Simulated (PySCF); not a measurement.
# 29Si chemical shifts

Theoretical values (PySCF 2.14.0 with density-fitted response routines): PBE0/pcSseg-1 with gauge-including orbitals, geometry: GFN2-xTB. One conformer, averaged over atoms made equivalent by symmetry, fast rotation or ring inversion, relativity neglected, gas phase.

Shieldings were converted by a linear fit to measured shifts: 29Si (scatter 8.9 ppm rms, 25.8 ppm with the 6 outliers that the fit left out vs TMS, solution or neat liquid). Occasional misses reach two or three times the rms, and more in compound classes unlike the fitted ones.

Q: Give the 29Si shifts of `CCO[Si@@H](P)O[SiH3]`, `CC#C[Si@H]1CC=C(C#N)C1`, `COCCCC([SiH3])[SiH3]`.

A: 
```
                                          compound                                     environment  δ (ppm)
[CH3:1][CH2:2][O:3][Si@@H:4]([PH2:5])[O:6][SiH3:7]                Si4: silicon bonded to 2 O, P, H    -21.5
[CH3:1][CH2:2][O:3][Si@@H:4]([PH2:5])[O:6][SiH3:7]                   Si7: silicon bonded to O, 3 H    -42.1
                            CC#C[Si@H]1CC=C(C#N)C1  silicon bonded to 3 C, H, in a 5-membered ring    -34.0
                              COCCCC([SiH3])[SiH3]                   silicon bonded to C, 3 H (×2)    -62.4
```

Q: Order these by 29Si shift, lowest first.
A. C[C@@H](OC=O)[Si@@H](O)CCl
B. N#C[SiH2]/C=C/Cl
C. C/C=C(/[SiH3])C(C)=S
D. P[Si](P)(Cl)CCCl

A: B (-68.8 ppm, silicon bonded to 2 C, 2 H), C (-59.7 ppm, silicon bonded to C, 3 H), A (-33.7 ppm, silicon bonded to 2 C, O, H), D (33.2 ppm, silicon bonded to C, Cl, 2 P).
